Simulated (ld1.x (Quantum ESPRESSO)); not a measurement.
# Ranking TM potentials for Mg

All share these settings but for the change named:

- Element: magnesium (Mg)
- Generator: ld1.x (Quantum ESPRESSO) 7.5
- Type: norm-conserving Troullier–Martins (Kleinman–Bylander form)
- Functional: LDA (PZ)
- Relativity: non-relativistic
- Frozen core: [Ne]
- Valence charge: 2
- Reference configuration: 3s1.75 3p0.25
- Partial waves: 3p (bound): rc 3.15 bohr; 3s (bound): rc 2.55 bohr
- Local potential: the s channel
- Core correction: none

Test errors are all-electron minus pseudo excitation energies from the reference, over 3s2 3p0; 3s1 3p0; 3s1.5 3p0; 3s1 3p1; 3s0 3p1; 3s0 3p2. None of these files shows a bound ghost.

The base gives 101.7 meV.

Of 6 variants that were run, those that failed, showed a ghost or another fault, or gave nearly equal values are left out.

Problem. Rank these variants by their largest absolute test error, smallest first.
A. wave 3p (bound): rc 3.15 bohr becomes 3p (bound): rc 1.92 bohr
B. core correction a·sin(br)/r model core inside 2.70 bohr
C. functional PBEsol

Solution. C (67.0 meV), B (83.4 meV), A (124.1 meV).
